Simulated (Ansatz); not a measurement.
System: C$_{6}$H$_{11}$ (charge 0, doublet). It need not be the lowest isomer of its formula. SMILES: CC1C[CH]CC1
Structure (B3LYP-D3(BJ)/def2-TZVP (Ansatz, a quantum-chemistry and plane-wave program) minimum search):
```
C
H 1 1.0961
C 1 1.5210 2 108.78
H 3 1.0923 1 111.37 2 -59.90
H 3 1.0923 4 107.72 1 -122.41
H 3 1.0934 4 107.80 5 -116.04
C 1 1.5375 2 107.78 3 -124.68
H 7 1.0910 1 112.69 2 46.80
H 7 1.0947 8 107.47 1 -120.22
C 7 1.5397 8 113.31 9 -121.32
H 10 1.0948 7 112.92 8 84.63
H 10 1.1010 11 105.68 7 120.76
C 10 1.4941 11 113.29 12 122.01
H 13 1.0808 10 124.21 11 -46.59
C 13 1.4914 14 124.38 10 179.99
H 15 1.0951 13 113.56 14 -45.16
H 15 1.1026 16 105.70 13 -122.35
```
Charge 0, spin multiplicity 2.

Property: atomisation energy (electronic, to ground-state atoms); the coupled-cluster value holds the core correlation from cc-pwCVTZ, in kcal/mol. Correlated levels leave the core frozen unless marked. UHF or UKS for open shells. No spin-orbit coupling. Non-relativistic. CBS(X,Y): correlation extrapolated as X^-3; Hartree-Fock from the larger set. [CCSD(T)-MP2]/basis is that difference in the basis named.

Level to compare with: RI-MP2/CBS(cc-pVTZ,cc-pVQZ)+[CCSD(T)-MP2]/cc-pVTZ plus the core term (Ansatz), 1661.4 kcal/mol. It is a level with limits of its own, and the differences hold the functionals' basis error too.

Task: Rank these functionals by how close they come to RI-MP2/CBS(cc-pVTZ,cc-pVQZ)+[CCSD(T)-MP2]/cc-pVTZ, closest first: r2SCAN0/def2-TZVPD (Ansatz); wB97M-V/def2-TZVPD (Ansatz); BLYP/def2-TZVPD (Ansatz).

Result: wB97M-V/def2-TZVPD (range-separated hybrid meta-GGA with VV10, 1658.5 kcal/mol, difference -2.9), r2SCAN0/def2-TZVPD (hybrid meta-GGA, 1648.7 kcal/mol, difference -12.7), BLYP/def2-TZVPD (GGA, 1626.7 kcal/mol, difference -34.7)
